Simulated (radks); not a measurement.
Coulomb parameter of the 3d shell of the vanadium ion V+ in the model configuration [Ar] 3d3 4s1, as a second difference U = [E(n + 0.5) + E(n - 0.5) - 2 E(n)] / (0.5)^2 with all orbitals relaxed. "Bare": the charge of the atom changes with n. "Screened": the 4s shell takes up the change at fixed total charge, which measures U(3d,3d) + U(4s,4s) - 2 U(3d,4s). All-electron calculation, scalar-relativistic Kohn-Sham, PBEsol, spin-unpolarised, spherical densities, point nucleus. Program: a radial shooting solver on a logarithmic mesh with Libxc functionals.

case	configuration	E - E(n) (eV)
start	[Ar] 3d3 4s1	0.000
bare +0.5	[Ar] 3d3.5 4s1	-4.866
bare -0.5	[Ar] 3d2.5 4s1	7.947
screened +0.5	[Ar] 3d3.5 4s0.5	-0.565
screened -0.5	[Ar] 3d2.5 4s1.5	1.230

U(bare) = 12.323 eV, U(screened by 4s) = 2.658 eV, against the Slater integral F0(3d,3d) = 18.403 eV with frozen orbitals.
